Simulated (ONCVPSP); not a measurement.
# Building the ONCV potential for hydrogen (H) (PBE, scalar-relativistic).

```
Element                 : H (Z = 1)
Generator               : ONCVPSP 4.0.1
Type                    : optimised norm-conserving Vanderbilt (ONCV)
Functional              : PBE
Relativity              : scalar-relativistic
Frozen core             : none
Valence charge          : 1
Reference configuration : 1s0.5 (charge +0.5)
Partial waves           : 1s: rc 1.04 bohr, ncon 5, nbas 8, qcut 5.4 1/bohr, 3 projectors, debl 3.7 Ha; p scattering state at 0.07 Ha: rc 1.10 bohr, ncon 5, nbas 9, qcut 7.5 1/bohr, 2 projectors, debl 4 Ha
Local potential         : polynomial inside 1.00 bohr (lpopt 5, dvloc0 2 Ha)
Core correction         : none
```

Problem. Does the generator finish with these settings?

Solution. Yes, a potential is produced and its reference levels are reproduced.

Problem. Estimate the cutoffs (Ha) at which the residual kinetic energy of the hardest occupied pseudo-wave falls to 1 and 0.1 mHa per electron.

Solution. 21 Ha and 118 Ha.

Problem. Does the potential have ghost states?

Solution. No bound ghost flagged; no localised positive-energy state flagged.
